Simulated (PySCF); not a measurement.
PySCF input for carbon diselenide (CSe2), SMILES [Se]=C=[Se], B3LYP/pcSseg-2. Geometry optimised at ωB97X-D3(BJ)/def2-TZVP.

```python
import numpy as np
from pyscf import gto, scf, dft
from pyscf.prop.nmr import rks as nmr

mol = gto.M(
    atom='''
    Se    0.00000000    0.00000000    1.68272634
    C     0.00000000    0.00000000    0.00000000
    Se    0.00000000    0.00000000   -1.68272634
    ''',
    basis='pcSseg-2',
    charge=0,
    spin=0,
    max_memory=1600,
    verbose=3,
)
mf = dft.RKS(mol, xc='b3lyp').density_fit(auxbasis='def2-universal-jkfit')
mf.grids.level = 3
mf.conv_tol = 1e-10
mf.max_cycle = 100
mf.kernel()
n = nmr.NMR(mf)
n.verbose = 2
n.max_cycle_cphf = 60
sigma = n.kernel()
print('atom   isotropic/ppm   span/ppm')
for i, s in enumerate(sigma):
    w = np.linalg.eigvalsh((s + s.T) / 2)
    print(f'{mol.atom_symbol(i):2s}{i + 1:3d} {w.mean():14.3f} {w[2] - w[0]:11.3f}')
```

It prints:

```
converged SCF energy = -4841.37819193946
atom   isotropic/ppm   span/ppm
Se  1       1512.083    2244.609
C   2        -79.055     565.363
Se  3       1512.083    2244.609
```

The run converged.
